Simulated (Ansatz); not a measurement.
A set of 12 reactions (group exchange), with CCSD(T)/CBS values in kJ/mol:

| reaction | ΔE |
| --- | --- |
| `[OH][Ga]([SiH3])[SH]` + `C=C` → `C=[CH][Ga]([OH])[SiH3]` + H₂S | 97.2 |
| `C[SiH](C)[SeH]` + SiH₄ → `C[SiH]([SiH3])[SeH]` + CH₄ | -3.1 |
| `FB(F)OC(F)(F)F` + `[SnH4]` → `F[C](F)(F)[SnH3]` + `OB(F)F` | -12.0 |
| `[CH3][Al]([CH3])[InH2]` + `C#CCC` → `C[CH2][InH2]` + `C#[C][Al]([CH3])[CH3]` | -15.6 |
| `[SiH3][Si]1(P)CC1` + CH₄ → `C[Si]1([SiH3])CC1` + PH₃ | 33.4 |
| `[CH3][Al]([CH3])[InH2]` + `C#N` → `[CH3][Al]([CH3])[C]#N` + `[InH3]` | -37.8 |
| `[SiH3][Si]1(P)CC1` + `C=CBr` → `C=C([SiH3])Br` + `P[SiH]1CC1` | 3.1 |
| `C[CH](C)[Ge][OH]` + `[CH3][SbH][OH]` → `C[CH2][SbH][OH]` + `C[CH2][Ge][OH]` | 4.5 |
| `CCCCCCBr` + `CCC` → `CCCCC(C)C` + `CCBr` | -2.5 |
| `FC(F)(F)C[O][Hf]([Cl])([Cl])[Cl]` + CH₃NH₂ → `NCC(F)(F)F` + `C[O][Hf]([Cl])([Cl])[Cl]` | -11.0 |
| `FC[SiH2]NP` + `B1C[SiH2]1` → `PB1C[SiH2]1` + `N[SiH2]CF` | -49.2 |
| `C[SiH2][Se][SiH3]` + CH₃NH₂ → `NC[Se][SiH3]` + `C[SiH3]` | 107.7 |

Gas-phase electronic energies from Ansatz, PBE0-D4/def2-TZVP geometries. CCSD(T)/CBS adds triple-zeta CCSD(T) − MP2 to the extrapolated MP2 energy (def2 sets, frozen cores). This one scheme is used for every species. DFT in def2-TZVPP. B3LYP here is the variant with VWN-RPA as its local correlation; programs differ in this. def2 core potentials past Kr. For Br, Ga, Ge, Hf, In, Sb, Se, Sn outer-core shells are correlated without core-valence functions, which leaves a few kJ/mol of doubt a bond. Scalar relativity is left out up to krypton. Each species was taken in one conformer, which may not be the lowest.

Problem. Give the mean, mean absolute and largest difference (level minus CCSD(T)/CBS, kJ/mol) for: r2SCAN-D4, B3LYP-D4, ωB97X-V, B2PLYP, PBE, PBE0, B3LYP, HF/def2-TZVPP, MP2/def2-TZVPP, CCSD/def2-TZVPP, HF/def2-QZVPP, SCS-MP2/def2-QZVPP, HF/CBS(def2), MP2/CBS(def2). (An estimate is asked.)

Solution. Ansatz gave: 
```json
{"level": "r2SCAN-D4", "mean": "0.8", "mean absolute": "4.7", "largest": "-11.4"}
{"level": "B3LYP-D4", "mean": "0.4", "mean absolute": "2.8", "largest": "7.7"}
{"level": "ωB97X-V", "mean": "0.1", "mean absolute": "3.5", "largest": "11.7"}
{"level": "B2PLYP", "mean": "-0.4", "mean absolute": "2.8", "largest": "-6.7"}
{"level": "PBE", "mean": "0.9", "mean absolute": "7.3", "largest": "18.7"}
{"level": "PBE0", "mean": "2.2", "mean absolute": "6.1", "largest": "18.5"}
{"level": "B3LYP", "mean": "-0.1", "mean absolute": "3.7", "largest": "9.2"}
{"level": "HF/def2-TZVPP", "mean": "3.0", "mean absolute": "10.4", "largest": "35.8"}
{"level": "MP2/def2-TZVPP", "mean": "-0.6", "mean absolute": "2.7", "largest": "6.2"}
{"level": "CCSD/def2-TZVPP", "mean": "0.2", "mean absolute": "3.3", "largest": "14.3"}
{"level": "HF/def2-QZVPP", "mean": "2.9", "mean absolute": "10.6", "largest": "35.7"}
{"level": "SCS-MP2/def2-QZVPP", "mean": "-0.6", "mean absolute": "3.0", "largest": "6.3"}
{"level": "HF/CBS(def2)", "mean": "2.9", "mean absolute": "10.7", "largest": "35.7"}
{"level": "MP2/CBS(def2)", "mean": "-0.4", "mean absolute": "2.7", "largest": "-5.3"}
```

The largest T1 diagnostic in the set is 0.017, for `PB1C[SiH2]1` (customary mark 0.02).

CCSD(T)/CBS is a level of theory with its own doubt, and the functionals carry their triple-zeta basis error, so these figures describe this set and don't rank the functionals.
